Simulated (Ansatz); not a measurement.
Computed with Ansatz on PBE0-D4/def2-TZVP structures; ΔE is electronic, products minus reactants. CCSD(T)/CBS adds triple-zeta CCSD(T) − MP2 to the extrapolated MP2 energy (def2 sets, frozen cores). DFT in def2-TZVPP. B3LYP here is the variant with VWN-RPA as its local correlation; programs differ in this. For Br, Ge outer-core shells are correlated without core-valence functions, which leaves a few kJ/mol of doubt a bond. Scalar relativity is left out up to krypton. Each species was taken in one conformer, which may not be the lowest.

Reaction (redistribution): `[CH3][Al]([SiH3])[Br]` + `S[SiH2][GeH3]` → `[CH3][Al]([SH])[Br]` + `[SiH3][SiH2][GeH3]`

(1) Is it downhill or uphill in electronic energy at CCSD(T)/CBS, and by how much? (Best estimate.)

(2) What do these levels give: PBE-D4, PBE0-D4, B3LYP-D4, ωB97M-V, PBE, r2SCAN, B3LYP, HF/def2-TZVPP, SCS-MP2/def2-TZVPP, HF/def2-QZVPP, SCS-MP2/def2-QZVPP, MP2/CBS(def2)? (An estimate is asked.)

Largest T1 diagnostic among the species: 0.013.

## Answers

(1) Computed: Downhill: ΔE = -15.6 kcal/mol.

(2) Ansatz gave: PBE-D4 -14.6, PBE0-D4 -15.0, B3LYP-D4 -15.3, ωB97M-V -15.5, PBE -14.3, r2SCAN -15.9, B3LYP -14.8, HF/def2-TZVPP -15.3, SCS-MP2/def2-TZVPP -15.7, HF/def2-QZVPP -15.1, SCS-MP2/def2-QZVPP -15.7, MP2/CBS(def2) -16.1 kcal/mol.
